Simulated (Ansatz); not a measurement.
Al(H2O)F3 (AlOF3H2). Charge 0, multiplicity 3. Geometry PBE0-D4/def2-SVP, that of the neutral singlet; atoms count from 1.

Cartesian coordinates in Å:
```
Al -0.649 0.472 0.230
O 1.011 -0.324 -0.408
H 1.444 -0.798 0.318
H 0.825 -0.966 -1.109
F -1.630 -0.404 -0.795
F -0.529 2.104 -0.027
F -0.472 -0.084 1.792
```

At PBE0-D4/def2-TZVP a singlet of charge 0 lies 8.64 eV below the triplet at the same geometry.

Estimate the Mulliken populations from the PBE0/def2-TZVP orbitals of Ansatz.


```csv
atom,charge (e),spin (α − β)
Al1,0.61,0.20
O2,0.18,0.30
H3,-0.04,0.52
H4,-0.05,0.52
F5,-0.20,0.21
F6,-0.30,0.05
F7,-0.20,0.21
```
Mulliken values and Mayer orders depend strongly on the basis.

Where does the spin sit?

Summed by element: Al 0.20, O 0.30, H 1.04, F 0.46, of 2 unpaired in all. Largest on single atoms: H4 0.52, H3 0.52, O2 0.30.

And the Mayer bond orders between bonded heavy atoms (over 0.3)?

Al1–O2 0.34 (1.95 Å); Al1–F5 0.96 (1.67 Å); Al1–F6 1.08 (1.66 Å); Al1–F7 0.96 (1.67 Å).
